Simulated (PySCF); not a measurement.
# `CS/C=C\C1CC1`: 4 charge schemes on one density

Compound: C₆H₁₀S.
SMILES with atom numbers: `[CH3:1][S:2]/[CH:3]=[CH:4]\[CH:5]1[CH2:6][CH2:7]1` (hydrogens: H8, H9, H10 on C1; H11 on C3; H12 on C4; H13 on C5; H14, H15 on C6; H16, H17 on C7)

Structure used (GFN2-xTB), in Å, numbered top down from 1:
```
atom  x, y, z in Å
C1     3.4508   -0.7160    0.6154
S2     1.6724   -1.0844    0.5414
C3     1.0796    0.4866    0.0117
C4    -0.1998    0.7719   -0.2066
C5    -1.3050   -0.1774   -0.0413
C6    -2.4917   -0.1050   -0.9675
C7    -2.6396    0.3150    0.4568
H8     3.9433   -1.6254    0.9434
H9     3.6299    0.0817    1.3307
H10    3.8074   -0.4370   -0.3722
H11    1.8612    1.2163   -0.1234
H12   -0.4629    1.7703   -0.5299
H13   -0.9880   -1.1611    0.2831
H14   -2.4894    0.6608   -1.7286
H15   -2.9424   -1.0325   -1.2845
H16   -3.1938   -0.3204    1.1301
H17   -2.7390    1.3685    0.6709
```

Density: PBE0/pcSseg-1 (PySCF); schemes: Mulliken, IAO, Hirshfeld and ESP-fitted. Geometry: GFN2-xTB, one conformer, isolated molecule.

Q: Atoms with like bonding are taken together and averaged. Which atoms carry the highest charge in the Mulliken, IAO, Hirshfeld and ESP-fitted schemes?

A: The schemes don't all agree: Mulliken H8/H9/H10 (+0.152); IAO H8/H9/H10 (+0.161); Hirshfeld H15/H16 (+0.050); ESP-fitted C5 (+0.285).

Q: Which atoms carry the lowest charge in the Mulliken, IAO, Hirshfeld and ESP-fitted schemes?

A: The schemes don't all agree: Mulliken C1 (-0.383); IAO C1 (-0.503); Hirshfeld C1 (-0.117); ESP-fitted C4 (-0.590).

Q: At which atom do the 4 schemes differ most?

A: At C5: from -0.298 (Mulliken) to +0.285 e (ESP-fitted), 0.583 e apart.

Q: What partial charge does each atom carry?

A: In e; atoms taken as equivalent share a row and are averaged (×n: the atom named and its like, n in all):

| atom | environment | Mulliken | IAO | Hirshfeld | ESP-fitted |
| --- | --- | --- | --- | --- | --- |
| C1 | S-methyl carbon | -0.383 | -0.503 | -0.117 | -0.395 |
| S2 | sulfide sulfur | +0.008 | +0.138 | +0.014 | -0.138 |
| C3 | alkene CH carbon | -0.250 | -0.286 | -0.085 | -0.039 |
| C4 | alkene CH carbon | -0.045 | -0.163 | -0.064 | -0.590 |
| C5 | allylic carbon | -0.298 | -0.135 | -0.043 | +0.285 |
| C6/C7 | three-membered-ring carbon | -0.181 | -0.289 | -0.086 | -0.335 |
| H8/H9/H10 | methyl hydrogen | +0.152 | +0.161 | +0.049 | +0.160 |
| H11 | vinylic hydrogen | +0.125 | +0.151 | +0.045 | +0.168 |
| H12 | vinylic hydrogen | +0.089 | +0.146 | +0.046 | +0.263 |
| H13 | methine hydrogen | +0.145 | +0.149 | +0.038 | +0.071 |
| H14/H17 | methylene hydrogen | +0.126 | +0.147 | +0.046 | +0.148 |
| H15/H16 | methylene hydrogen | +0.132 | +0.152 | +0.050 | +0.134 |

Mean size of the charges over all atoms: ESP-fitted 0.215 e, IAO 0.196 e, Mulliken 0.157 e, Hirshfeld 0.057 e. Each set sums to the total charge, 0, to within 0.001 e. The Hirshfeld scheme weights the molecular density at each point by an atom's share of the summed free-atom densities. The IAO scheme projects the occupied orbitals on a minimal set of polarised atomic orbitals and counts the electrons in each atom's part of it.

Some averages cover members that differ in this geometry: H8/H9/H10, ESP-fitted +0.142 to +0.195 e.

Q: How closely do the schemes follow one another over all atoms?

A: Correlation coefficient and root-mean-square difference: IAO with Hirshfeld 0.98, 0.157 e; Mulliken with IAO 0.94, 0.077 e; Mulliken with Hirshfeld 0.94, 0.123 e; Hirshfeld with ESP-fitted 0.77, 0.210 e; IAO with ESP-fitted 0.73, 0.177 e; Mulliken with ESP-fitted 0.55, 0.216 e.

Q: Sum the charges by element, for elements with more than one atom.

A: 
| element | atoms | Mulliken | IAO | Hirshfeld | ESP-fitted |
| --- | --- | --- | --- | --- | --- |
| C | 6 | -1.338 | -1.665 | -0.482 | -1.408 |
| H | 10 | +1.330 | +1.527 | +0.468 | +1.545 |

Q: How many electrons does the ESP-fitted scheme count on C6?

A: Its own charge is -0.346 e, so Z − q = 6.346.
